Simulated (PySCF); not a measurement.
# What a mistake does to a calculation on Al2BFH3

These are calculations, not measurements. They come from PySCF 2.14.0, an open-source quantum chemistry program, on an isolated molecule that a program drew, which may never have been made. The molecule is Al2BFH3 (charge 0, doublet), drawn as the SMILES string `F[BH][Al][AlH2]`.

Each row is a Hartree-Fock (HF) and frozen-core CCSD(T) single point in the cc-pV(D+d)Z basis, meant for a local HF minimum. Run 1 is clean. Each other run has one planted mistake out of seven kinds, and not every kind appears here: one electron removed, one electron added, multiplicity raised by two, geometry at a saddle point, minimal basis STO-3G, one bond length entered in bohr, all coordinates scaled. The reference is restricted for singlets and unrestricted otherwise, and also for a bond in bohr. Adding or removing an electron swaps singlet and doublet. Electrons count all cores. HOMO and LUMO are orbital energies over both spins, the gradient is its largest component, and the lowest frequency (negative if imaginary) is given only where the gradient is small. Bond lengths are over the 6 bonds as drawn. T1 is the CCSD diagnostic: over 0.02 (restricted) or 0.045 (unrestricted) a single reference is doubtful.

Geometry of the clean run:
```xyz
7
Al2BFH3, angstrom
F    -1.9230    2.5572    1.5396
B    -1.2592    1.4186    1.7815
Al   -0.2462    0.3843    0.1817
Al   -0.7444   -1.5279   -1.4831
H    -1.2411    1.0708    2.9375
H    -1.2511   -1.2156   -2.9529
H    -0.3872   -3.0293   -1.1158
```

| run | electrons | basis functions | <S^2> | HOMO (eV) | LUMO (eV) | gradient (hartree/bohr) | lowest frequency (cm^-1) | mean bond (Å) | longest bond (Å) | T1 | HF (hartree) | CCSD(T) (hartree) | mistake |
|---|---|---|---|---|---|---|---|---|---|---|---|---|---|
| 1 | 43 | 89 | 0.787 | -7.22 | 0.21 | 3.1e-05 | 60 | 1.7435 | 2.584 | 0.0226 | -609.69827 | -610.12693 | no fault |
| 2 | 43 | 89 | 1.336 | -7.68 | 0.58 | 9.6e-03 | - | 2.1266 | 4.883 | 0.0720 | -609.64474 | -610.06225 | one bond length entered in bohr |
| 3 | 42 | 89 | 0.000 | -14.64 | -6.00 | 3.6e-02 | - | 1.7435 | 2.584 | 0.0184 | -609.45620 | -609.87489 | one electron removed |
| 4 | 44 | 89 | 0.000 | -0.82 | 5.27 | 2.5e-02 | - | 1.7435 | 2.584 | 0.0251 | -609.70423 | -610.17117 | one electron added |
| 5 | 43 | 89 | 3.757 | -6.49 | -1.37 | 1.8e-02 | - | 1.7435 | 2.584 | 0.0463 | -609.60948 | -610.03574 | multiplicity raised by two |
| 6 | 43 | 89 | 0.791 | -7.26 | 0.17 | 3.0e-02 | - | 1.8045 | 2.674 | 0.0235 | -609.69233 | -610.12246 | ? |

**Which mistake was planted in run 6, and what did it cost?**

The mean and the longest bond both change by the same factor, 1.035, and the gradient is no longer small. So the mistake is: all coordinates scaled. Subtracting run 1 and multiplying by 627.51 kcal/mol a hartree, the energy moved by 3.7 kcal/mol in HF and 2.8 kcal/mol in CCSD(T).

Cautions from the logs. Run 2: T1 is over the limit, so its CCSD(T) energy is less reliable; run 4: T1 is over the limit, so its CCSD(T) energy is less reliable; run 5: T1 is over the limit, so its CCSD(T) energy is less reliable.
